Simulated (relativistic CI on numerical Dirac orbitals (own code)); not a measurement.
# Ligand-field terms of d7

Computed with a parametric ligand-field model of a d^n configuration (Racah B and C, spin-orbit zeta, crystal field), exact diagonalisation.

Field parameters in Wybourne normalisation: Td as Oh with Dq negative (B⁴₀ = 21Dq, B⁴₄ = √(5/14) B⁴₀). The field is a parameter set, without covalency.

B = 720 cm⁻¹, C = 3290 cm⁻¹ (C/B = 4.57), Td, no spin-orbit coupling. Tanabe-Sugano data, E/B above the lowest term (Δ = |10Dq|; b, c mark the second and third term of a kind):

```
 Δ/B   4A2    4T2    4T1  4T1(b)     2E    2T1
 1.0  0.00   1.00   1.79   16.21  18.61  18.68
 2.8  0.00   2.81   4.96   18.46  19.42  19.82
 4.6  0.00   4.60   8.00   20.79  19.82  20.46
 6.4  0.00   6.40  10.97   23.24  20.07  20.85
 8.2  0.00   8.19  13.78   25.81  20.26  21.11
10.0  0.00  10.00  16.48   28.52  20.41  21.30
11.8  0.00  11.81  19.05   31.37  20.53  21.45
13.6  0.00  13.60  21.47   34.32  20.64  21.56
15.4  0.00  15.40  23.80   37.40  20.73  21.66
17.2  0.00  17.19  26.03   40.56  20.81  21.74
19.0  0.00  19.00  28.19   43.81  20.89  21.81
20.8  0.00  20.81  30.29   47.13  20.96  21.86
```

The ground term stays 4A2.
